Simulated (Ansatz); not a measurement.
Ansatz (a first-principles code) input (B3LYP/LANL2DZ): The .json file is the Basis Set Exchange's LANL2DZ.

Ansatz 0.2 input:
```yaml
crystal:
  periodic: [false, false, false]
  atoms:
    - {symbol: C, position_ang: [-1.72215800, -0.62157900, -0.71721600]}
    - {symbol: C, position_ang: [-0.96812200, -0.43869100, 0.36441200]}
    - {symbol: B, position_ang: [0.47176700, 0.16579000, 0.23504400]}
    - {symbol: O, position_ang: [1.19313100, 0.33036100, 1.35916300]}
    - {symbol: O, position_ang: [0.97611800, 0.51516300, -0.99384300]}
    - {symbol: H, position_ang: [-1.36539300, -0.36046600, -1.70667100]}
    - {symbol: H, position_ang: [-2.72184500, -1.03818500, -0.65383200]}
    - {symbol: H, position_ang: [-1.35228200, -0.70953100, 1.34107200]}
    - {symbol: H, position_ang: [1.86837200, 0.87666000, -0.96152400]}
basis:
  gaussian:
    orbitals: LANL2DZ.json
hamiltonian:
  xc: {name: B3LYP}
magnetization: {spin_polarized: true, initial_magnetization: 1}
relax: {f_tol: 0.003, max_steps: 120}
```

From the output:

```
these checks for a lower state are left out or cut short: starts, cluster_reference, orbital_swaps, neighbouring_geometries, increment
integrals: 0.02 GiB planned
812 factors; integrals over basis functions are off by at most 3.4e-4 eV
mean field: 0.26 GiB planned
mean field -6909.28303665 eV, -253.9114683165 hartree, gradient 2.2e-5 eV, S^2 0.753821; 0 other end points of the search recorded, 0 dependent functions left out
the calculation of the forces begins
reference -6909.28326187 eV, -253.9114765935 hartree; 19, 18 occupied and 34, 35 virtual orbitals, 812 factors
relax step   4: F+E_penalty+E_count = -6909.28303665 eV  Δ(F+E_penalty+E_count) = -2.058e-3 eV  max|allowed force component| = 9.852e-2 eV/Å  Δτ_max = 0.0078 Å  (38 SCF iters, accepted)
these checks for a lower state are left out or cut short: starts, cluster_reference, orbital_swaps, neighbouring_geometries, increment
integrals: 0.02 GiB planned
812 factors; integrals over basis functions are off by at most 3.4e-4 eV
mean field: 0.26 GiB planned
mean field -6909.28355594 eV, -253.9114874002 hartree, gradient 1.8e-5 eV, S^2 0.753800; 0 other end points of the search recorded, 0 dependent functions left out
the calculation of the forces begins
reference -6909.28378110 eV, -253.9114956745 hartree; 19, 18 occupied and 34, 35 virtual orbitals, 812 factors
relax step   5: F+E_penalty+E_count = -6909.28355594 eV  Δ(F+E_penalty+E_count) = -5.193e-4 eV  max|allowed force component| = 7.023e-3 eV/Å  Δτ_max = 0.0057 Å  (53 SCF iters, accepted)
these checks for a lower state are left out or cut short: starts, cluster_reference, orbital_swaps, neighbouring_geometries, increment
integrals: 0.02 GiB planned
812 factors; integrals over basis functions are off by at most 3.4e-4 eV
mean field: 0.26 GiB planned
mean field -6909.28354186 eV, -253.9114868828 hartree, gradient 3.1e-5 eV, S^2 0.753799; 0 other end points of the search recorded, 0 dependent functions left out
the calculation of the forces begins
reference -6909.28376704 eV, -253.9114951580 hartree; 19, 18 occupied and 34, 35 virtual orbitals, 812 factors
relax step   6: F+E_penalty+E_count = -6909.28354186 eV  Δ(F+E_penalty+E_count) = +1.408e-5 eV  max|allowed force component| = 1.357e-2 eV/Å  Δτ_max = 0.0013 Å  (32 SCF iters, rejected (line search))
these checks for a lower state are left out or cut short: starts, cluster_reference, orbital_swaps, neighbouring_geometries, increment
integrals: 0.02 GiB planned
812 factors; integrals over basis functions are off by at most 3.4e-4 eV
mean field: 0.26 GiB planned
mean field evaluation 64: about -6909.2452 eV, gradient 1.1e-1 eV
mean field -6909.28355990 eV, -253.9114875457 hartree, gradient 2.5e-5 eV, S^2 0.753799; 0 other end points of the search recorded, 0 dependent functions left out
the calculation of the forces begins
reference -6909.28378506 eV, -253.9114958202 hartree; 19, 18 occupied and 34, 35 virtual orbitals, 812 factors
relax step   7: F+E_penalty+E_count = -6909.28355990 eV  Δ(F+E_penalty+E_count) = -3.960e-6 eV  max|allowed force component| = 1.422e-3 eV/Å  Δτ_max = 0.0005 Å  (32 SCF iters, accepted)
integrals: 0.02 GiB planned
812 factors; integrals over basis functions are off by at most 3.4e-4 eV
mean field: 0.26 GiB planned
mean field -6909.28355990 eV, -253.9114875457 hartree, gradient 2.5e-5 eV, S^2 0.753799; 2 other end points of the search recorded, 0 dependent functions left out
the calculation of the forces begins
reference -6909.28378506 eV, -253.9114958202 hartree; 19, 18 occupied and 34, 35 virtual orbitals, 812 factors
Total energy: -6909.28378506 eV, -253.9114958202 hartree
Atom 0 at    -1.735788    -0.625716    -0.729620 Å, force    -0.000245    -0.000127     0.000230 eV/Å
Atom 1 at    -0.968956    -0.439776     0.370802 Å, force    -0.000852    -0.000394     0.000389 eV/Å
Atom 2 at     0.463584     0.159371     0.261428 Å, force     0.001032     0.000395     0.000237 eV/Å
Atom 3 at     1.211300     0.331645     1.412088 Å, force    -0.000117    -0.000070     0.000188 eV/Å
Atom 4 at     0.993628     0.519880    -0.972781 Å, force     0.001422     0.000684    -0.000877 eV/Å
Atom 5 at    -1.374127    -0.362331    -1.721384 Å, force     0.000029    -0.000056     0.000582 eV/Å
Atom 6 at    -2.740453    -1.044306    -0.666689 Å, force    -0.000163    -0.000052    -0.000122 eV/Å
Atom 7 at    -1.360195    -0.713910     1.350870 Å, force    -0.000575    -0.000186    -0.000424 eV/Å
Atom 8 at     1.890594     0.894665    -1.038109 Å, force    -0.000531    -0.000194    -0.000203 eV/Å
Dipole moment:    -0.019646     0.017140    -0.216542 e Å
```

The geometry given is a B3LYP-D3(BJ)/def2-TZVP minimum.
